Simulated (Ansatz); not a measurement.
`C#[C][Hf]([Cl])([Cl])[Cl]` + HBr → `[Cl][Hf]([Cl])([Cl])[Br]` + `C#C` at 500 K and 1 bar (ligand exchange at the Hf–C bond).

Program: Ansatz. Geometries: PBE0-D4/def2-TZVP. ΔE: electronic, gas phase. CCSD(T)/CBS adds triple-zeta CCSD(T) − MP2 to the extrapolated MP2 energy (def2 sets, frozen cores). This one scheme is used for every species. def2 core potentials past Kr. For Br, Hf outer-core shells are correlated without core-valence functions, which leaves a few kJ/mol of doubt a bond. Scalar relativity is left out up to krypton.

```csv
species,CCSD(T)/CBS energy (Eh),H − E (kJ/mol),S (J/(mol·K))
`C#[C][Hf]([Cl])([Cl])[Cl]`,-1504.12469,109.0,477.9
HBr,-2573.91920,30.5,213.7
`[Cl][Hf]([Cl])([Cl])[Br]`,-4000.86634,55.7,451.1
`C#C`,-77.22717,90.7,225.3
```

H − E and S are ideal-gas, rigid-rotor, harmonic terms from PBE0-D4/def2-TZVP. 1 Eh = 2625.50 kJ/mol, R = 8.31446 J/(mol·K).

**Question.** By hand: ΔE, ΔH, ΔS and ΔG.

**Answer.** ΔE = (-4000.86634) + (-77.22717) − (-1504.12469) − (-2573.91920) = -0.04962 Eh = -130.3 kJ/mol. Δ(H − E) = 55.7 + 90.7 − 109.0 − 30.5 = 6.9, so ΔH = -123.4 kJ/mol. ΔS = 451.1 + 225.3 − 477.9 − 213.7 = -15.2 J/(mol·K). ΔG = -123.4 − 500 × (-15.2)/1000 = -115.8 kJ/mol.

**Question.** By hand: the equilibrium constant, and the temperature at which ΔG would vanish if ΔH and ΔS stayed fixed.

**Answer.** log₁₀ K = −ΔG/(RT ln 10) = 12.1. ΔG = 0 at ΔH/ΔS = 8118 K, far beyond where these terms or the molecules hold.

ΔH outweighs TΔS. A doubt of 5 kJ/mol in ΔE shifts log₁₀ K by 0.5 here. These are equilibria of isolated gas molecules and say nothing of rates. Largest T1 diagnostic: 0.014 (customary marks: 0.02 for closed shells, 0.045 for open ones).
